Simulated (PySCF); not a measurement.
Telling isomers of C2H9NO2Si3 apart by NMR

Calculated, not measured (PySCF): coordinates at the GFN2-xTB level, NMR shieldings at PBE0/pcSseg-1/GIAO. Averaged over atoms made equivalent by symmetry, fast rotation or ring inversion, one conformer, non-relativistic, gas phase.

References, each an isolated molecule treated in the same way: TMS for 1H (σref 31.72) and 13C (σref 186.93). Where no couplings were computed, multiplicities follow the n + 1 count of equivalent neighbours, and m marks all less simple cases (inequivalent or close neighbours, rings, F or P nearby). Shifts are as computed. Against solution values, carbons near 30 ppm lie about +3 ppm off and those near 130 ppm about +5 ppm (rms about the fit 2.1 ppm; single classes can miss by 10 ppm). Of 1328 compounds with measured shifts, 309 miss one by over three times the rms of a fit or turn the order of signals round; such compounds aren't used in these exercises. Signals without a measured value on file couldn't be tested in this way; 1H shifts scatter by 0.2 ppm about their fit, and single ones miss by 0.5 ppm. OH and NH positions are gas-phase values without hydrogen bonding to other molecules.

(1) Tabulate the signals of `N#CC[SiH2]O[SiH2]O[SiH3]`, `O[SiH2]O[Si@@H]1C=C[SiH2]N1` and their relative energies.

(2) What is the quickest way to tell N#CC[SiH2]O[SiH2]O[SiH3] from O[SiH2]O[Si@@H]1C=C[SiH2]N1?

Results:

(1) 
| SMILES | carbon types | δC | δH | E rel. (kcal/mol) |
| --- | --- | --- | --- | --- |
| N#CC[SiH2]O[SiH2]O[SiH3] | 1×C 1×CH2 | 123.0, 3.9 | 5.37 (s, 3H), 5.31 (t, 2H), 5.07 (s, 2H), 1.72 (t, 2H) | 19.8 |
| O[SiH2]O[Si@@H]1C=C[SiH2]N1 | 2×CH | 159.2, 156.1 | 7.50 (m, 1H), 7.49 (m, 1H), 5.48 (m, 1H), 5.29 (m, 1H), 5.17 (m, 1H), 5.16 (m, 1H), 5.15 (m, 1H), 3.31 (br s, 1H), 0.51 (br s, 1H) | 0.0 |

Energies are electronic energies at PBE0/pcSseg-1 on these geometries, without zero-point or thermal terms, each for the one conformer computed, which needn't be the lowest.

(2) Both give the same number of carbon signals, but DEPT or the intensities differ. The first has a nitrile carbon (C) at 123.0 ppm, the second an alkene CH at 159.2 ppm. In the proton spectra the most deshielded non-exchanging signals are 5.37 (s, 3H) and 7.50 (m, 1H).
